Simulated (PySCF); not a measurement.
## Bi: excitation energy

Bi [Xe] 4f14 5d10 6s2 6p3 (4S) → Bi [Xe] 4f14 5d10 6s2 6p2 7s1 (4P), as a difference of total energies. All numbers are calculated (PySCF 2.14, scalar relativity through the core potential, in aug-cc-pVTZ-PP with one added diffuse shell each of d, f type with ECP60MDF (6s5p5d3f, 67 functions)). Correlated levels: valence: 5s2 5p6 5d10 frozen. The calculations carry no spin-orbit coupling.

| method | excitation energy (eV) |
| --- | --- |
| UHF | 5.225 |
| LDA | 5.175 |
| PBE | 5.088 |
| PBE0 | 5.241 |
| r2SCAN | 5.465 |
| B97-3 | 5.187 |
| MN15 | 5.347 |
| wB97M-V | 5.253 |
| PW91 | 5.131 |
| MP2 (valence) | 5.327 |
| SCS-MP2 (valence) | 5.305 |

Problem. How much does correlation contribute at MP2 (valence)?

Solution. 5.327 − (5.225) = 0.102 eV, measured against UHF.

Spin-orbit coupling is strong in these open shells (close to jj coupling). The scalar numbers leave it out and a first-order estimate fails, so it can dominate the gap to the real levels.

The promoted electron is Rydberg-like, and one or two diffuse shells describe it only roughly, which tends to raise the upper state.
